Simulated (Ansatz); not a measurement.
Gas-phase electronic energies from Ansatz, PBE0-D4/def2-TZVP geometries. CBS: MP2 limit from def2 TZ/QZ plus the TZ coupled-cluster correction, frozen cores. DFT in def2-TZVPP. B3LYP here is the variant with VWN-RPA as its local correlation; programs differ in this. def2 core potentials past Kr. For Sn outer-core shells are correlated without core-valence functions, which leaves a few kJ/mol of doubt a bond. One conformer a species, not always the lowest.

`[CH3][Al]([SiH3])[BH]O` + `N=[CH][SnH3]` → `[SiH3]/N=[CH]\[SnH3]` + `[CH3][AlH][BH]O`  (cleavage of the Si–Al bond)

| level | ΔE (eV) |
| --- | --- |
| PBE-D4 | -0.08 |
| r2SCAN-D4 | -0.20 |
| ωB97M-V | -0.27 |
| PBE | -0.05 |
| r2SCAN | -0.20 |
| B3LYP | -0.23 |
| CCSD/def2-TZVPP | -0.20 |
| CCSD/CBS(def2) | -0.23 |

Question: What does CCSD(T)/CBS give? (An estimate is asked.)

Answer: Computed: -0.23 eV. The listed levels differ from it by 0.15, 0.03, -0.04, 0.18, 0.03, 0.00, 0.03, 0.00 eV.

Largest T1 diagnostic among the species: 0.015.

The D4 term adds −0.05 eV with B3LYP and −0.02 eV with PBE0; it sums over pairs of atoms, weighted by their polarisabilities, and B3LYP, whose exchange is more repulsive, gets the larger term. In def2-TZVPP, CCSD(T) changes the Hartree–Fock value by +0.15 eV (the triples alone add +0.00 eV) and MP2 by +0.03 eV.
